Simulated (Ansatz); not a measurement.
CH9GaSSi2 (`C[SiH2]S[SiH2][GaH2]`), one more setting.

```yaml
crystal:
  periodic: [false, false, false]
  atoms:
    - {symbol: C, position_ang: [-0.101917, 1.503181, 0.219699]}
    - {symbol: Si, position_ang: [-1.068335, 0.376579, 1.546340]}
    - {symbol: S, position_ang: [-1.527682, -1.577026, 0.935747]}
    - {symbol: Si, position_ang: [0.454413, -1.771622, -0.072528]}
    - {symbol: Ga, position_ang: [0.880156, -0.241854, -1.919477]}
    - {symbol: H, position_ang: [0.795411, 1.232875, -0.290812]}
    - {symbol: H, position_ang: [-0.207876, 2.417111, 0.679363]}
    - {symbol: H, position_ang: [-1.113651, 1.405927, -0.730076]}
    - {symbol: H, position_ang: [-2.283311, 0.904918, 2.041886]}
    - {symbol: H, position_ang: [0.333796, 0.249069, 2.649167]}
    - {symbol: H, position_ang: [1.542110, -1.974814, 1.000563]}
    - {symbol: H, position_ang: [0.382959, -3.313441, -0.995360]}
    - {symbol: H, position_ang: [2.169167, 0.772435, -1.985913]}
    - {symbol: H, position_ang: [-0.313065, -0.188229, -2.656405]}
basis:
  gaussian: {orbitals: "6-31G*", point_charges: [{charge: 0.50, position_ang: [6.420, 0.406, 0.063]}]}
total_charge: 1
magnetization: {spin_polarized: true, initial_magnetization: 1}
hamiltonian: {xc: {name: B2GP-PLYP}}
accuracy: high
output: {forces: true}
```

```sh
$ ansatz run in.yaml --threads 2 --pin off --events-out ev --progress --plain --max-ram 32768MiB --backend cpu
```

Output, abridged:

```
Functional definition: B2GP-PLYP
2817 factors; integrals over basis functions are off by at most 1.4e-8 eV
mean field evaluation 1: about -80088.1694 eV, gradient 2.7e1 eV
mean field evaluation 2: about -80088.2399 eV, gradient 2.7e1 eV
mean field evaluation 4: about -80092.5178 eV, gradient 2.7e0 eV
mean field evaluation 8: about -80092.6035 eV, gradient 5.2e-1 eV
mean field evaluation 16: about -80092.8047 eV, gradient 1.2e-1 eV
mean field evaluation 32: about -80092.8004 eV, gradient 1.8e-1 eV
mean field -80092.80548508 eV, -2943.3563127232 hartree, gradient 8.7e-8 eV, S^2 0.768277; 3 other end points of the search recorded, 0 dependent functions left out
25 core orbitals not correlated: weight in the atoms' cores, before any rotation towards them, 1.000 or more for the frozen orbitals, at most 0.000 for the correlated occupied ones
reference -80092.80551068 eV, -2943.3563136641 hartree; 20, 19 occupied and 80, 81 virtual orbitals, 2817 factors
second order -21.14102035 eV of doubles, -0.00000000 eV of singles
Total energy: -80100.41627801 eV, -2943.6360042045 hartree
Atom 0 at    -0.101917     1.503181     0.219699 Å, force    -6.362070    -3.634863    -2.647815 eV/Å
Atom 1 at    -1.068335     0.376579     1.546340 Å, force     4.897146     1.162011     1.146348 eV/Å
Atom 2 at    -1.527682    -1.577026     0.935747 Å, force     0.930262    -0.852295    -0.984602 eV/Å
Atom 3 at     0.454413    -1.771622    -0.072528 Å, force     0.643365    -4.079987    -0.789285 eV/Å
Atom 4 at     0.880156    -0.241854    -1.919477 Å, force     2.788181     1.152973     1.120883 eV/Å
Atom 5 at     0.795411     1.232875    -0.290812 Å, force     0.830570     0.198210     0.615577 eV/Å
Atom 6 at    -0.207876     2.417111     0.679363 Å, force     0.358843     2.693887     0.442026 eV/Å
Atom 7 at    -1.113651     1.405927    -0.730076 Å, force     3.214632     0.918734     2.588111 eV/Å
Atom 8 at    -2.283311     0.904918     2.041886 Å, force    -0.883458     0.702018     0.463191 eV/Å
Atom 9 at     0.333796     0.249069     2.649167 Å, force    -2.496367    -0.114827    -1.243180 eV/Å
Atom 10 at     1.542110    -1.974814     1.000563 Å, force    -0.908138     0.349257    -0.493537 eV/Å
Atom 11 at     0.382959    -3.313441    -0.995360 Å, force    -0.010828     2.528841     1.716704 eV/Å
Atom 12 at     2.169167     0.772435    -1.985913 Å, force    -0.588201    -1.043927     0.062125 eV/Å
Atom 13 at    -0.313065    -0.188229    -2.656405 Å, force    -2.548762    -0.000417    -2.005158 eV/Å
Dipole moment:    -0.345083     0.155827     0.401964 e Å
```

Run time 78 s (2 threads of an AMD EPYC 7R13 on a shared host); peak host memory 1.1 GiB.
